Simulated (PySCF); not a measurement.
Isomers of C5H10F3NSi, mass 169.053 u with the commonest isotopes. The calculation used PBE0/pcSseg-1 in PySCF (dipole) on a GFN2-xTB geometry, gas phase. One conformer each, none proved a minimum here; rigid rotors.

Question: Order these by out-of-plane moment Σ m c² = (Ia + Ib − Ic)/2, smallest first.
A. `[CH2:1]=[CH:2][N:3]([SiH3:4])[C@H:5]([CH3:6])[C:7]([F:8])([F:9])[F:10]` with C1–C2–N3–Si4 -169°, C2–N3–C5–C6 -92°
B. `[CH2:1]=[N:2][SiH2:3][C@@H:4]([CH3:5])[CH2:6][C:7]([F:8])([F:9])[F:10]` with C1–N2–Si3–C4 -125°, N2–Si3–C4–C5 -77°, Si3–C4–C6–C7 63°
C. `[CH3:1][C@@H:2]1[CH2:3][C@@H:4]([C:5]([F:6])([F:7])[F:8])[NH:9][SiH2:10]1` with C1–C2–C3–C4 -155°, C2–C3–C4–C5 -82°, C3–C4–N9–Si10 -31°, C4–N9–Si10–C2 11°
D. `[CH3:1][N:2]([CH3:3])[SiH2:4][CH2:5][C:6]([F:7])=[C:8]([F:9])[F:10]` with C1–N2–Si4–C5 159°, N2–Si4–C5–C6 -55°, Si4–C5–C6–F7 -68°
E. `[F:1][C:2]([F:3])([F:4])[CH2:5][N:6]1[CH2:7][CH2:8][CH2:9][SiH2:10]1` with C2–C5–N6–C7 -71°, C5–N6–C7–C8 -165°, N6–C7–C8–C9 -44°, C7–C8–C9–Si10 35°, C8–C9–Si10–N6 -14°
F. `[F:1][SiH2:2][NH:3][C@@H:4]1[CH2:5][CH2:6][C@@H:7]1[CH:8]([F:9])[F:10]` with F1–Si2–N3–C4 173°, Si2–N3–C4–C5 -162°, C6–C7–C8–F9 -173°, N3–C4–C5–C6 -135°, C4–C5–C6–C7 12°, C5–C6–C7–C8 106°, N3–C4–C7–C6 133°

Answer: E (67.76 u·Å²), F (78.74 u·Å²), C (79.50 u·Å²), B (97.12 u·Å²), A (107.95 u·Å²), D (110.60 u·Å²).

Question: Order these by dipole moment, smallest first.
A. `[F:1][SiH2:2][NH:3][C@@H:4]1[CH2:5][CH2:6][C@@H:7]1[CH:8]([F:9])[F:10]` with F1–Si2–N3–C4 173°, Si2–N3–C4–C5 -162°, C6–C7–C8–F9 -173°, N3–C4–C5–C6 -135°, C4–C5–C6–C7 12°, C5–C6–C7–C8 106°, N3–C4–C7–C6 133°
B. `[CH2:1]=[N:2][SiH2:3][C@@H:4]([CH3:5])[CH2:6][C:7]([F:8])([F:9])[F:10]` with C1–N2–Si3–C4 -125°, N2–Si3–C4–C5 -77°, Si3–C4–C6–C7 63°
C. `[F:1][C:2]([F:3])([F:4])[CH2:5][N:6]1[CH2:7][CH2:8][CH2:9][SiH2:10]1` with C2–C5–N6–C7 -71°, C5–N6–C7–C8 -165°, N6–C7–C8–C9 -44°, C7–C8–C9–Si10 35°, C8–C9–Si10–N6 -14°
D. `[CH3:1][C@@H:2]1[CH2:3][C@@H:4]([C:5]([F:6])([F:7])[F:8])[NH:9][SiH2:10]1` with C1–C2–C3–C4 -155°, C2–C3–C4–C5 -82°, C3–C4–N9–Si10 -31°, C4–N9–Si10–C2 11°

Answer: B (1.28 D), D (1.67 D), C (2.19 D), A (3.95 D).

Question: Order these by rotational constant B, smallest first.
A. `[CH2:1]=[CH:2][N:3]([SiH3:4])[C@H:5]([CH3:6])[C:7]([F:8])([F:9])[F:10]` with C1–C2–N3–Si4 -169°, C2–N3–C5–C6 -92°
B. `[F:1][SiH2:2][NH:3][C@@H:4]1[CH2:5][CH2:6][C@@H:7]1[CH:8]([F:9])[F:10]` with F1–Si2–N3–C4 173°, Si2–N3–C4–C5 -162°, C6–C7–C8–F9 -173°, N3–C4–C5–C6 -135°, C4–C5–C6–C7 12°, C5–C6–C7–C8 106°, N3–C4–C7–C6 133°
C. `[F:1][C:2]([F:3])([F:4])[CH2:5][N:6]1[CH2:7][CH2:8][CH2:9][SiH2:10]1` with C2–C5–N6–C7 -71°, C5–N6–C7–C8 -165°, N6–C7–C8–C9 -44°, C7–C8–C9–Si10 35°, C8–C9–Si10–N6 -14°
D. `[CH3:1][C@@H:2]1[CH2:3][C@@H:4]([C:5]([F:6])([F:7])[F:8])[NH:9][SiH2:10]1` with C1–C2–C3–C4 -155°, C2–C3–C4–C5 -82°, C3–C4–N9–Si10 -31°, C4–N9–Si10–C2 11°
E. `[CH2:1]=[N:2][SiH2:3][C@@H:4]([CH3:5])[CH2:6][C:7]([F:8])([F:9])[F:10]` with C1–N2–Si3–C4 -125°, N2–Si3–C4–C5 -77°, Si3–C4–C6–C7 63°

Answer: C (704.1 MHz), B (757.1 MHz), D (836.9 MHz), E (869.6 MHz), A (933.2 MHz).

```
                           SMILES  point group  Ia (u·Å²)  Ib (u·Å²)  Ic (u·Å²)      κ  μa (D)  μb (D)  μc (D)
      C=N[SiH2][C@@H](C)CC(F)(F)F           C1     349.47     581.14     736.36  -0.52    1.08    0.11    0.68
C[C@@H]1C[C@@H](C(F)(F)F)N[SiH2]1           C1     257.49     603.86     702.36  -0.81    1.37    0.00    0.95
            FC(F)(F)CN1CCC[SiH2]1           C1     221.12     717.80     803.40  -0.91    1.90    0.43    0.99
    F[SiH2]N[C@@H]1CC[C@@H]1C(F)F           C1     300.38     667.53     810.42  -0.75    3.32    1.10    1.83
     C=CN([SiH3])[C@H](C)C(F)(F)F           C1     339.85     541.53     665.48  -0.52    1.14    0.13    1.05
           CN(C)[SiH2]CC(F)=C(F)F           C1     330.92     705.78     815.50  -0.79    1.96    0.46    1.11
```
